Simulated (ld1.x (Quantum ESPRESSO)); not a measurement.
## What one change does to a pseudopotential (Co (Z = 27), RRKJ)

```json
{
  "Element": "Co (Z = 27)",
  "Generator": "ld1.x (Quantum ESPRESSO) 7.5",
  "Type": "norm-conserving RRKJ (Kleinman–Bylander form)",
  "Functional": "PBE",
  "Relativity": "scalar-relativistic",
  "Frozen core": "[Ar]",
  "Valence charge": "9",
  "Reference configuration": "3d7 4s1.5 4p0 (charge +0.5)",
  "Partial waves": "4s (bound): rc 2.50 bohr; 4p (bound, empty): rc 2.45 bohr; 3d (bound): rc 1.30 bohr",
  "Local potential": "all-electron potential smoothed inside 1.15 bohr (lloc = -2)",
  "Core correction": "a·sin(br)/r model core inside 1.00 bohr",
  "rho0": "0.02"
}
```

Change: local potential all-electron potential smoothed inside 1.96 bohr (lloc = -2).

Cutoffs: the cutoffs (Ry, on a coarse ladder) from which the occupation-weighted sum of valence levels, in a spherical-Bessel basis at the reference potential, stays within 10 and 1 mRy of its value at 400 Ry; they do not see the model core or the augmentation charge, which bear on the density cutoff. Errors are all-electron minus pseudo energies relative to the spin-unpolarised reference configuration.

Predict the effect on cutoff, ghosts and configuration errors.

The potential gets neither clearly harder nor softer (110 Ry and 160 Ry → 110 Ry and 160 Ry); the bound ghost in s disappears; the number of tests that count goes from 6 to 7; of the 6 tests that both files solve, the error grows in 2 and shrinks in 3 by more than 15 % and 0.3 meV (median size 12.4 → 13.3 meV); the range in which the s phases agree narrows (upper end 2.6 → 1.0). In the separable form a ghost depends on how the local part lies against the semilocal potential of the channel, so the choice of the local part can create or remove one.

| quantity | base | changed |
| --- | --- | --- |
| cutoff, loose | 110 Ry | 110 Ry |
| cutoff, tight | 160 Ry | 160 Ry |
| loose cutoff by channel (10 mRy a level) | s 21 Ry, d 90 Ry | s 18 Ry, d 90 Ry |
| bound ghosts | s | none |
| tests counted (converged, no solver errors) | 6 of 7 | 7 of 7 |
| error for 3d7 4s2 4p0, meV [ΔE -3.60 eV] | -2.4 | +0.4 |
| error for 3d7 4s1 4p0, meV [ΔE 5.43 eV] | -3.3 | -1.0 |
| error for 3d7 4s0 4p0, meV [ΔE 22.21 eV] | -19 | -20 |
| error for 3d7.5 4s1.5 4p0, meV [ΔE -4.56 eV] | +100 | -24 |
| error for 3d7 4s0 4p1, meV [ΔE 10.80 eV] | -5.4 | -6.7 |
| error for 3d8 4s0 4p0, meV [ΔE 2.87 eV] | -107 | -170 |
| s: phases at 2.71 bohr within 0.05 rad from the reference energy up to (Ry; the scan ends near 5) | 2.6 | 1.0 |
| p: phases at 2.71 bohr within 0.05 rad from the reference energy up to (Ry; the scan ends near 5) | 1.6 | 2.5 |
| d: phases at 2.71 bohr within 0.05 rad from the reference energy up to (Ry; the scan ends near 5) | 1.0 | 0.5 |

Base: Tests not counted: 3d8 4s1 4p0 (pseudo-atom not self-consistent, printed error -177 eV). These tests converged, but a pseudo level misses the all-electron one widely, so the file describes the atom poorly there or has found another state: 3d7.5 4s1.5 4p0: 3d by 1.7 eV. A true bound ghost makes a file unfit for plane-wave use even where its test errors are small: the radial tests pick states by their node count and pass the ghost by. Where a test does run into it, the solver fails or the error is huge.
